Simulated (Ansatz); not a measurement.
Single points on C2H2N2Si⁺, that is Si(CN)2H2 with one electron fewer.

```yaml
crystal:
  periodic: [false, false, false]
  atoms:
    - {symbol: Si, position_ang: [-0.479025, 0.011108, -0.337156]}
    - {symbol: C, position_ang: [-0.439516, -0.008582, 1.512107]}
    - {symbol: N, position_ang: [-0.431769, -0.019982, 2.676412]}
    - {symbol: C, position_ang: [1.275016, -0.012361, -0.924108]}
    - {symbol: N, position_ang: [2.373663, -0.025014, -1.309609]}
    - {symbol: H, position_ang: [-1.128133, 1.261831, -0.796057]}
    - {symbol: H, position_ang: [-1.170256, -1.206990, -0.821580]}
basis:
  gaussian: {orbitals: def2-TZVP, initial_orbitals: start.molden}
total_charge: 1
magnetization: {spin_polarized: true, initial_magnetization: 1}
hamiltonian: {xc: pbe, dispersion: d4}
scf: {omitted_lower_state_checks: [starts]}
output: {orbitals: {seedname: orbitals}}
```

The file start.molden holds the orbitals of an earlier run on this structure, at another level or in another basis.

```sh
$ ansatz run in.yaml --threads 4 --pin off --events-out ev --progress --plain --max-ram 3916MiB
```

It prints (some lines left out):

```
Functional definition: PBE
1010 factors; their error is unknown
mean field evaluation 1: about -12943.1586 eV, gradient 7.2e0 eV
mean field evaluation 2: about -12943.2709 eV, gradient 1.5e-1 eV
mean field evaluation 4: about -12943.2546 eV, gradient 2.3e-3 eV
mean field evaluation 8: about -12943.2534 eV, gradient 4.1e-1 eV
mean field evaluation 16: about -12943.2546 eV, gradient 1.8e-5 eV
mean field -12943.25464140 eV, -475.6558348184 hartree, gradient 3.7e-6 eV, S^2 0.753436; 0 other end points of the search recorded, 0 dependent functions left out
reference -12943.25468109 eV, -475.6558362768 hartree; 21, 20 occupied and 152, 153 virtual orbitals, 1010 factors
Total energy: -12943.38062845 eV, -475.6604647570 hartree
Checks for a lower state left out: starts
```

Hardware: 4 threads of Arm Neoverse V1 on a shared host. Wall time 7 s.

As the first input, with `hamiltonian: {xc: r2scan, dispersion: d4}` (abridged; 12 s):

```
Functional definition: r2SCAN
mean field -12949.56630977 eV, -475.8877843529 hartree, gradient 8.0e-6 eV, S^2 0.758832
Total energy: -12949.59690763 eV, -475.8889088034 hartree
Checks for a lower state left out: starts
```

First input, but with `hamiltonian: {xc: pbe0, dispersion: d4}` (abridged; 7 s):

```
Functional definition: PBE0
mean field -12943.42732274 eV, -475.6621807404 hartree, gradient 5.7e-6 eV, S^2 0.763236
Total energy: -12943.53408812 eV, -475.6661042958 hartree
Checks for a lower state left out: starts
```

Geometry: r2SCAN-D4/def2-SVP, that of the neutral singlet.
